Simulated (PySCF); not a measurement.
Geometries of 2 isomers of [C4H6B]+ (charge +1), from PBE0-D3(BJ)/def2-SVP geometry optimisation, gas phase in PySCF 2.14.0. One conformer each, no zero-point energy, no frequencies.

**Question.** Which isomer lies lower at this level?
A.
```xyz
11
angstrom
B      2.234    0.177    0.034
C      0.736    0.504    0.001
C     -0.297    1.414   -0.036
C     -0.599    0.098   -0.016
C     -1.562   -0.996   -0.013
H      2.767    0.074    1.106
H      2.805    0.033   -1.012
H     -0.578    2.468   -0.061
H     -2.204   -0.906   -0.906
H     -2.228   -0.878    0.858
H     -1.078   -1.978    0.010
```
B.
```xyz
11
angstrom
B     -1.637    0.520    0.649
C     -0.825   -0.139   -0.562
C      0.587   -0.219   -0.292
C      1.673   -0.889    0.232
C      1.840    0.357   -0.266
H     -1.085    0.936    1.633
H     -2.827    0.579    0.502
H     -1.272   -1.130   -0.744
H     -1.041    0.510   -1.430
H      2.103   -1.777    0.701
H      2.500    1.199   -0.486
```

**Answer.** A. That is `Bc1c[c+]1C`, 10.5 kcal/mol below the other.

```csv
SMILES,atoms numbered as above,E (Eh),relative (kcal/mol),relative (kJ/mol),dipole about centre of mass (D)
Bc1c[c+]1C,[BH2:1][c:2]1[cH:3][c+:4]1[CH3:5],-180.16768,0.0,0.0,1.03
BC[c+]1cc1,[BH2:1][CH2:2][c+:3]1[cH:4][cH:5]1,-180.15100,10.5,43.8,2.44
```
